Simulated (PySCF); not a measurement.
## [Er(H2O)7]3+ at several levels of theory

Computed with PySCF 2.14.0 (density fitting, no spin-orbit coupling) at the geometry relaxed with r2SCAN:

```xyz
22
[Er(H2O)7]3+ (singlet in the valence; each metal's 4f electrons, 11 of them, lie in its core potential, out of spins and levels)
Er   -0.0008    0.0000    0.0000
O    -0.0031    0.0000    2.3499
H     0.7629    0.0000    2.9590
H    -0.7708    0.0000    2.9570
O    -0.0031    0.0000   -2.3499
H     0.7629    0.0000   -2.9590
H    -0.7708    0.0000   -2.9570
O     2.4216    0.0000    0.0000
H     3.0289    0.0000    0.7632
H     3.0289    0.0000   -0.7632
O     0.7451    2.2877    0.0000
H     0.9102    2.8657    0.7681
H     0.9102    2.8657   -0.7681
O    -1.9534    1.4243    0.0000
H    -2.4201    1.8092    0.7652
H    -2.4201    1.8092   -0.7652
O    -1.9534   -1.4243    0.0000
H    -2.4201   -1.8092    0.7652
H    -2.4201   -1.8092   -0.7652
O     0.7451   -2.2877    0.0000
H     0.9102   -2.8657    0.7681
H     0.9102   -2.8657   -0.7681
```

```
 level                                                 basis    state  HOMO (eV)  gap (eV)  charge on Er1 (e)  population of f-type functions on Er1 (polarisation alone where 4f lies in the core)  dipole about the centre of mass (D)  largest force component (eV/Å)
r2SCAN     Er lcecp-1-SVP with ECP57, O def2-SVP, H def2-SVP  singlet     -19.39      5.95               1.13                                                                                  0.04                                 0.01                            0.07
   PBE                                              the same  singlet     -18.91      5.20               0.87                                                                                  0.05                                 0.01                            0.42
 TPSSh                                              the same  singlet     -19.81      6.75               1.11                                                                                  0.04                                 0.01                            0.16
  BP86                                              the same  singlet     -19.02      5.19               0.90                                                                                  0.05                                 0.01                            0.48
r2SCAN  Er lcecp-1-TZVP with ECP57, O def2-TZVP, H def2-TZVP  singlet     -19.46      5.97               1.78                                                                                  0.06                                 0.01                            0.26
```

In the lcecp rows the 4f levels are missing from HOMO and gap, and the state counts the valence alone.

Charges are Mulliken's, which hang on the basis. The relaxation used the grid (50, 194), these runs (75, 302) or, all-electron (x2c bases, spin-free X2C Hamiltonian), (99, 590).

Q: What does TPSS with Er lcecp-1-SVP with ECP57, O def2-SVP, H def2-SVP give here?

A: state singlet, HOMO (eV) -19.05, gap (eV) 5.60, charge on Er1 (e) 1.01, population of f-type functions on Er1 (polarisation alone where 4f lies in the core) 0.04, dipole about the centre of mass (D) 0.01, largest force component (eV/Å) 0.36. Time: 41 s on 4 threads of Intel(R) Xeon(R) Platinum 8375C CPU @ 2.90GHz (Ice Lake), on a shared host, from an already converged density.

In the first row's basis the gap widens with exact exchange: 5.2 to 6.0 eV for BP86, PBE, TPSS, r2SCAN (none); 6.7 eV for TPSSh (a fixed share).

No frequency check is given that shows the relaxed geometry to be a minimum. An lcecp potential fixes the number of 4f electrons, so in runs with it no electron can move into or out of that shell.
